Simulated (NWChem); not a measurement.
System: CH7BO2Si; SMILES CB(O)O[SiH3]

Input file for NWChem:

```
start job
memory heap 200 mb stack 900 mb global 1100 mb
geometry units angstroms noautoz
  B     -0.048786     0.931589     0.000767
  C     -0.971131     2.213628    -0.000663
  H     -2.037846     1.952125     0.007150
  H     -0.779461     2.838394    -0.889563
  H     -0.768699     2.849972     0.877499
  O      1.315493     1.007108     0.000452
  H      1.640066     1.911366    -0.000593
  O     -0.607585    -0.311684     0.001828
  Si    -0.035146    -1.881695    -0.000403
  H      1.454616    -1.939812    -0.027509
  H     -0.585405    -2.571340    -1.202809
  H     -0.541120    -2.560925     1.227210
end
basis spherical
  B library 6-311g**
  C library 6-311g**
  H library 6-311g**
  O library 6-311g**
  Si library 6-311g**
end
dft
  xc xtpss03 ctpss03
  iterations 150
  mulliken
end
task dft energy
```

The geometry was optimised at PBE0/def2-SVP. No frequency run checked for a minimum.

Task: Give the results of this calculation. (TPSS/6-311G** (spherical d).) Quantities: basis functions; energy (Ha); highest occupied level (eV); orbital gap (eV); dipole (D).

Result: 
| Item | Result |
|---|---|
| number of basis functions | 140 |
| energy (Ha) | -507.38 |
| highest occupied level (eV) | -7.30 |
| orbital gap (eV) | 7.10 |
| dipole (D) | 1.48 |
